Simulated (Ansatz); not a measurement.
C3H6O2Si (`C=C1C[SiH](O)O1`) at its PBE0-D4/def2-TZVP geometry, where that method's forces vanish. Total charge 0; spin multiplicity 1.

```tsv
atom	x (Å)	y (Å)	z (Å)
C1	1.789	0.338	1.188
C2	0.645	0.104	0.566
C3	0.303	-0.743	-0.646
Si4	-1.433	-0.182	-0.236
O5	-2.280	0.774	-1.246
O6	-0.577	0.635	0.960
H7	2.703	-0.108	0.821
H8	1.826	0.971	2.064
H9	0.741	-0.374	-1.575
H10	0.547	-1.799	-0.534
H11	-2.426	-1.143	0.282
H12	-1.838	1.526	-1.644
```

Problem. For each bond, give half the difference of the two atoms' forces along it (eV/Å; positive pushes the atoms apart) under PBE-D4, r2SCAN-D4, B3LYP-D4, ωB97M-V in def2-TZVPP. (Estimate.)

Solution. Computed: 
```
   bond  length (Å)  PBE-D4  r2SCAN-D4  B3LYP-D4  ωB97M-V
  C1–C2       1.323    0.31       0.13     -0.12    -0.18
  C1–H7       1.081    0.00      -0.07     -0.07    -0.03
  C1–H8       1.082    0.01      -0.08     -0.07    -0.05
  C2–C3       1.518   -0.13      -0.01      0.16     0.20
  C2–O6       1.389    0.38       0.28      0.31     0.27
 C3–Si4       1.870   -0.02       0.01      0.16     0.07
  C3–H9       1.091    0.09      -0.03     -0.09    -0.10
 C3–H10       1.090    0.07      -0.04     -0.09    -0.10
 Si4–O5       1.629    0.25       0.04      0.07     0.12
 Si4–O6       1.683    0.41       0.10      0.12     0.03
Si4–H11       1.476   -0.03      -0.04     -0.22    -0.21
 O5–H12       0.959    0.33       0.02     -0.02    -0.06
```

B3LYP here is the variant with VWN-RPA as its local correlation; programs differ in this.
